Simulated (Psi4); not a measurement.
C5H4N (SMILES [c-]1ccccn1), charge -1, singlet, geometry from GFN2-xTB (a gas-phase anion, which may not be bound at this level); Psi4 with HF/3-21G.

Here is a job for Psi4.
```
memory 2 GB

molecule {
-1 1
N    -0.01009119    0.04340499    1.42304124
C     0.01052094    0.03727816   -1.34847513
C     0.00951876    1.27111639    0.80655258
C    -0.01866129   -1.07909310    0.73279808
C    -0.00939255   -1.16524898   -0.65007356
C     0.01944991    1.20982281   -0.62434536
H     0.01863103    0.03103198   -2.44524323
H    -0.03443770   -2.00843931    1.32435294
H    -0.01732835   -2.12753783   -1.16290677
H     0.03515870    2.15785862   -1.17623123
}

set {
  basis 3-21g
}

energy('scf')
print_variables()
```

Question: Write the output that Psi4 gives for this input, abridged.

Answer: 
```
   => Loading Basis Set <=

    Name: 3-21G
    Role: ORBITAL
    Keyword: BASIS

         ---------------------------------------------------------
                                   SCF
               by Justin Turney, Rob Parrish, Andy Simmonett
                          and Daniel G. A. Smith
                              RHF Reference
         ---------------------------------------------------------

  ==> Geometry <==

    Molecular point group: c1
    Full point group: C1

    Geometry (in Angstrom), charge = -1, multiplicity = 1:

       Center              X                  Y                   Z               Mass
    ------------   -----------------  -----------------  -----------------  -----------------
         N           -0.010065061451     0.018646873931     1.378992344493    14.003074004430
         C            0.010547068549     0.012520043931    -1.392524025507    12.000000000000
         C            0.009544888549     1.246358273931     0.762503684493    12.000000000000
         C           -0.018635161451    -1.103851216069     0.688749184493    12.000000000000
         C           -0.009366421451    -1.190007096069    -0.694122455507    12.000000000000
         C            0.019476038549     1.185064693931    -0.668394255507    12.000000000000
         H            0.018657158549     0.006273863931    -2.489292125507     1.007825032230
         H           -0.034411571451    -2.033197426069     1.280304044493     1.007825032230
         H           -0.017302221451    -2.152295946069    -1.206955665507     1.007825032230
         H            0.035184828549     2.133100503931    -1.220280125507     1.007825032230

  Running in c1 symmetry.

  Rotational constants: A =      0.20931  B =      0.19929  C =      0.10209 [cm^-1]
  Rotational constants: A =   6274.92401  B =   5974.49537  C =   3060.51277 [MHz]
  Nuclear repulsion =  196.020984158227208

  Charge       = -1
  Multiplicity = 1
  Electrons    = 42
  Nalpha       = 21
  Nbeta        = 21

  ==> Algorithm <==

  SCF Algorithm Type is DF.
  DIIS enabled.
  MOM disabled.
  Fractional occupation disabled.
  Guess Type is SAD.
  Energy threshold   = 1.00e-06
  Density threshold  = 1.00e-06
  Integral threshold = 1.00e-12

  ==> Primary Basis <==

  Basis Set: 3-21G
    Blend: 3-21G
    Number of shells: 38
    Number of basis functions: 62
    Number of Cartesian functions: 62
    Spherical Harmonics?: false
    Max angular momentum: 1

   => Loading Basis Set <=

[...]
   @DF-RHF iter   2:  -244.60714977244737   -8.85840e-02   3.05931e-03 DIIS/ADIIS
   @DF-RHF iter   3:  -244.62427796715349   -1.71282e-02   7.80173e-04 DIIS/ADIIS
   @DF-RHF iter   4:  -244.62570965482286   -1.43169e-03   2.63424e-04 DIIS/ADIIS
   @DF-RHF iter   5:  -244.62589097230153   -1.81317e-04   4.41994e-05 DIIS
   @DF-RHF iter   6:  -244.62590136793136   -1.03956e-05   2.53787e-05 DIIS
   @DF-RHF iter   7:  -244.62590411150200   -2.74357e-06   8.49453e-06 DIIS
   @DF-RHF iter   8:  -244.62590461856007   -5.07058e-07   2.85473e-06 DIIS
   @DF-RHF iter   9:  -244.62590468174540   -6.31853e-08   1.48535e-06 DIIS
   @DF-RHF iter  10:  -244.62590469928071   -1.75353e-08   4.45293e-07 DIIS
  Energy and wave function converged.

  ==> Post-Iterations <==

    Orbital Energies [Eh]
    ---------------------

    Doubly Occupied:

[...]
    Virtual:

[...]
    Final Occupation by Irrep:
              A
    DOCC [    21 ]
    NA   [    21 ]
    NB   [    21 ]

  @DF-RHF Final Energy:  -244.62590469928071

   => Energetics <=

    Nuclear Repulsion Energy =            196.0209841582272077
    One-Electron Energy =                -727.3904599327166807
    Two-Electron Energy =                 286.7435710752088198
    Total Energy =                       -244.6259046992806816

Computation Completed

Properties will be evaluated at   0.000000,   0.000000,   0.000000 [a0]

Properties computed using the SCF density matrix

 Multipole Moments:

 ------------------------------------------------------------------------------------
     Multipole            Electronic (a.u.)      Nuclear  (a.u.)        Total (a.u.)
 ------------------------------------------------------------------------------------

 L = 1.  Multiply by 2.5417464519 to convert [e a0] to [Debye]
 Dipole X            :         -0.0083108            0.0020244           -0.0062865
 Dipole Y            :          0.4013723           -1.9182283           -1.5168559
 Dipole Z            :          1.7707954           -3.4128542           -1.6420588
 Magnitude           :                                                    2.2354527

 ------------------------------------------------------------------------------------

  Variable Map:
  ----------------------------------------------------------------------------
[...]
  Array Variable Map:
  ----------------------------------------------------------------------------
[...]
[...]
```
